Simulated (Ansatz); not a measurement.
Ansatz (a first-principles code) input (B3LYP-D3(BJ)/def2-TZVP):

Ansatz 0.2 input:
```yaml
crystal:
  periodic: [false, false, false]
  atoms:
    - {symbol: Si, position_ang: [0.28582482, -0.15802981, -0.57639915]}
    - {symbol: N, position_ang: [-0.90810656, 0.15160258, 0.62524802]}
    - {symbol: Si, position_ang: [-2.61556504, -0.03986700, 0.46482204]}
    - {symbol: O, position_ang: [1.68754228, 0.22707206, 0.13815369]}
    - {symbol: Si, position_ang: [3.30711457, 0.28964644, 0.13540842]}
    - {symbol: H, position_ang: [0.29993466, -1.57770745, -0.91786807]}
    - {symbol: H, position_ang: [0.13975110, 0.69652366, -1.75506901]}
    - {symbol: H, position_ang: [-0.58369680, 0.65680501, 1.43303986]}
    - {symbol: H, position_ang: [-3.18139888, 0.94660001, -0.46382178]}
    - {symbol: H, position_ang: [-2.86221534, -1.38285289, -0.05843058]}
    - {symbol: H, position_ang: [-3.16491780, 0.14568767, 1.80810190]}
    - {symbol: H, position_ang: [3.73453923, 1.21771042, -0.90316092]}
    - {symbol: H, position_ang: [3.83185545, -1.06293407, 0.00533104]}
basis:
  gaussian:
    orbitals: def2-TZVP
hamiltonian:
  xc: b3lyp
  dispersion: d3bj
magnetization: {spin_polarized: true, initial_magnetization: 1}
relax: {f_tol: 0.002, max_steps: 150}
```

End of the output:

```
Total energy: -27307.32986636 eV, -1003.5258630159 hartree
Atom 0 at     0.163548     0.142710    -1.464618 Å, force     0.000166     0.000044     0.000383 eV/Å
Atom 1 at    -0.894700     0.826695    -0.295256 Å, force     0.000172    -0.000191    -0.000096 eV/Å
Atom 2 at    -1.806626    -0.010042     0.918115 Å, force    -0.001050     0.000523     0.000346 eV/Å
Atom 3 at     1.648978    -0.219862    -0.856279 Å, force     0.000052    -0.000087    -0.000066 eV/Å
Atom 4 at     2.417147    -0.860608     0.445904 Å, force    -0.000048     0.000022    -0.000035 eV/Å
Atom 5 at    -0.435080    -1.112902    -1.959099 Å, force    -0.000003    -0.000069    -0.000114 eV/Å
Atom 6 at     0.375099     1.128654    -2.541742 Å, force    -0.000008     0.000052    -0.000102 eV/Å
Atom 7 at    -0.888762     1.836109    -0.236793 Å, force    -0.000046    -0.000010     0.000014 eV/Å
Atom 8 at    -3.266217     0.203715     0.766635 Å, force    -0.000049    -0.000163    -0.000396 eV/Å
Atom 9 at    -1.500180    -1.448891     0.756766 Å, force     0.000218     0.000210     0.000131 eV/Å
Atom 10 at    -1.426078     0.428273     2.282348 Å, force     0.000689    -0.000397    -0.000023 eV/Å
Atom 11 at     1.752226    -0.404198     1.701222 Å, force    -0.000008     0.000056    -0.000035 eV/Å
Atom 12 at     3.831307    -0.399395     0.418153 Å, force    -0.000084     0.000011    -0.000008 eV/Å
Dipole moment:    -0.116474     0.204716     0.051774 e Å
```

It need not be the lowest isomer of its formula.
